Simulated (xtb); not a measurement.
H9Si4, SMILES [SiH3][SiH][SiH2][SiH3] (connectivity only; charge and spin as stated), charge +1, multiplicity 1. All values are semi-empirical tight-binding results from xtb (GFN2-xTB unless named), good for trends rather than for accurate numbers. Geometry: GFN2-xTB. The multiplicity is an assumed one; other spin states were not compared. The isomer is the one that the SMILES or the coordinates give; other isomers of the formula were not compared. Other conformers were not sampled.

Optimised geometry:

Bonds (Å): Si1–Si2 2.379, Si1–H5 1.468, Si1–H6 1.466, Si1–H7 1.467, Si2–Si3 2.369, Si2–H8 1.475, Si3–Si4 2.367, Si3–H9 1.477, Si3–H10 1.476, Si4–H11 1.459, Si4–H12 1.462, Si4–H13 1.463. Bond angles (°): Si2–Si1–H5 110.8, Si2–Si1–H6 106.4, Si2–Si1–H7 106.0, H5–Si1–H6 111.0, H5–Si1–H7 110.9, H6–Si1–H7 111.5, Si1–Si2–Si3 145.1, Si1–Si2–H8 106.3, Si3–Si2–H8 108.5, Si2–Si3–Si4 118.6, Si2–Si3–H9 98.6, Si2–Si3–H10 100.6, Si4–Si3–H9 116.0, Si4–Si3–H10 115.9, H9–Si3–H10 104.4, Si3–Si4–H11 108.7, Si3–Si4–H12 107.1, Si3–Si4–H13 107.2, H11–Si4–H12 111.8, H11–Si4–H13 111.6, H12–Si4–H13 110.2.
Charge +1, spin multiplicity 1.

A frequency run showed that this geometry is not a minimum.

```yaml
orbital_gap: 1.81 eV
static polarisability (D4 model): 116.5 bohr³
solvation energy, GFN2-xTB/ALPB(water): -38.0 kcal/mol
solvation energy, GFN2-xTB/ALPB(dmso): -37.1 kcal/mol
```

Computed atomic charges and the Wiberg bond orders between heavy atoms:
charges (e) Si1 0.41, Si2 0.39, Si3 0.34, Si4 0.41, H5 -0.02, H6 -0.05, H7 -0.05, H8 -0.06, H9 -0.08, H10 -0.08, H11 -0.06, H12 -0.08, H13 -0.08. Bond orders Si1–Si2 0.88, Si2–Si3 0.91, Si3–Si4 0.77.
